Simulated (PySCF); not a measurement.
Compound: 2-methylquinoxaline, C₉H₈N₂.
Atom-mapped SMILES: `[CH3:1][c:2]1[cH:3][n:4][c:5]2[cH:6][cH:7][cH:8][cH:9][c:10]2[n:11]1` (hydrogens: H12, H13, H14 on C1; H15 on C3; H16 on C6; H17 on C7; H18 on C8; H19 on C9)

Computed by this run: PySCF 2.14.0, PBE0-D3(BJ)/def2-SVP geometry optimisation, gas phase; density fitting, grid level 2; the optimiser is geomeTRIC in internal coordinates, started from a GFN2-xTB structure.

Step 0: E = -12420.4123 eV
```
atom  x, y, z in Å  |  force x, y, z in eV/Å
C1     -3.2173   -0.6209    0.5469    0.337   0.150  -0.165
C2     -1.8462   -0.2059    0.1258   -0.153  -0.245   0.296
C3     -1.6627    0.6828   -0.9660    0.317   0.041  -0.032
N4     -0.4881    1.0723   -1.3689    0.095   0.184  -0.222
C5      0.5863    0.5948   -0.7001   -0.136  -0.002   0.001
C6      1.8836    0.9799   -1.0871   -0.035  -0.055   0.060
C7      2.9657    0.4938   -0.4068    0.053   0.009  -0.007
C8      2.7976   -0.3858    0.6761    0.047  -0.001   0.012
C9      1.5496   -0.7766    1.0765   -0.025   0.048  -0.071
C10     0.4149   -0.2949    0.3952   -0.104   0.035  -0.048
N11    -0.8203   -0.6787    0.7857   -0.015  -0.146   0.182
H12    -3.8026    0.2544    0.8255   -0.317   0.286   0.109
H13    -3.7263   -1.1186   -0.2774   -0.290  -0.189  -0.273
H14    -3.1530   -1.2977    1.3939    0.030  -0.226   0.283
H15    -2.5156    1.0717   -1.5084   -0.481   0.135  -0.202
H16     1.9872    1.6566   -1.9208    0.015   0.299  -0.372
H17     3.9645    0.7843   -0.6979    0.416   0.137  -0.142
H18     3.6721   -0.7523    1.1940    0.353  -0.171   0.238
H19     1.4008   -1.4499    1.9063   -0.106  -0.291   0.353
```

Task: Estimate the geometry and energy of step 1. (The exact step hangs on the optimiser's Hessian estimate; all steps are aligned on step 0, rigid shifts and turns removed.)

Result: E = -12420.4544 eV, largest force 0.111 eV/Å
```
atom  x, y, z in Å  |  force x, y, z in eV/Å
C1     -3.2292   -0.6179    0.5428   -0.072  -0.035   0.040
C2     -1.8506   -0.2121    0.1342    0.084   0.048  -0.055
C3     -1.6615    0.6835   -0.9673   -0.093   0.009  -0.015
N4     -0.4881    1.0782   -1.3758    0.010   0.005  -0.006
C5      0.5889    0.5981   -0.7027   -0.001  -0.009   0.009
C6      1.8940    0.9833   -1.0907   -0.014   0.054  -0.067
C7      2.9857    0.4980   -0.4098    0.063   0.013  -0.012
C8      2.8163   -0.3873    0.6801    0.059  -0.022   0.030
C9      1.5590   -0.7783    1.0778   -0.028  -0.046   0.059
C10     0.4168   -0.2945    0.3957    0.004   0.000   0.001
N11    -0.8207   -0.6839    0.7938   -0.022  -0.012   0.013
H12    -3.8340    0.2597    0.8247    0.017  -0.020  -0.003
H13    -3.7563   -1.1214   -0.2843    0.015   0.009   0.019
H14    -3.1712   -1.3021    1.3990   -0.007   0.014  -0.018
H15    -2.5413    1.0653   -1.5043    0.044  -0.009   0.014
H16     1.9918    1.6683   -1.9365   -0.005  -0.023   0.029
H17     3.9942    0.7957   -0.7094   -0.028  -0.007   0.007
H18     3.6968   -0.7624    1.2090   -0.026   0.009  -0.013
H19     1.3997   -1.4609    1.9162    0.002   0.024  -0.030
```

The energy changes by -0.0421 eV. The first-order estimate −F·Δx gives -0.0882 eV and the mean of the old and new forces, exact on a quadratic surface, -0.0425 eV. The step makes an angle of 47° with the force vector and moves no atom by more than 0.034 Å.

What follows is the cost of the whole optimisation. Hardware: Intel Xeon Platinum 8488C, one thread, no GPU, on a shared host. Cost: 2.1 min of wall time, 0.90 GiB resident at most.
